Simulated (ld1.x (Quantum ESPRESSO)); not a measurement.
## PBE RRKJ dataset for Nb (Z = 41), scalar-relativistic all-electron reference.

* Element: niobium (Nb)
* Generator: ld1.x (Quantum ESPRESSO) 7.5
* Type: norm-conserving RRKJ (Kleinman–Bylander form)
* Functional: PBE
* Relativity: scalar-relativistic
* Frozen core: [Ar] 3d10 4s2
* Valence charge: 11
* Reference configuration: 4p6 4d3.5 5s0 5p0 (charge +1.5)
* Partial waves: 4p (bound): rc 1.85 bohr; 4d (bound): rc 2.70 bohr; 5s (bound, empty): rc 3.05 bohr
* Local potential: the s channel
* Core correction: Bessel-smoothed model core inside 1.80 bohr

Problem. Does the generator finish with these settings?

Solution. Yes, a potential is produced.

Problem. Estimate the cutoffs (Ry, on a coarse ladder) from which the occupation-weighted sum of valence levels, in a spherical-Bessel basis at the reference potential, stays within 10 and 1 mRy of its value at 400 Ry.

Solution. 35 Ry and 45 Ry.

Problem. Does the potential have ghost states?

Solution. No extra level below or beside the all-electron valence levels (p, d, s, f tested).

Problem. Which valence shell sets the plane-wave cutoff?

Solution. 4p: its level needs 35 Ry to come within 1 mRy, against 21 Ry for 4d.

Problem. Tests: 4p6 4d4 5s1 5p0; 4p6 4d4 5s0 5p0; 4p6 4d3 5s0 5p0; 4p6 4d4 5s0 5p1; 4p6 4d1 5s0 5p0; 4p6 4d4 5s0.5 5p0; 4p6 4d3 5s1 5p1. Which has the largest error in its energy relative to the reference configuration, and how large is it?

Solution. 4p6 4d3 5s1 5p1, with -539 meV (all-electron minus pseudo) on -9.64 eV.
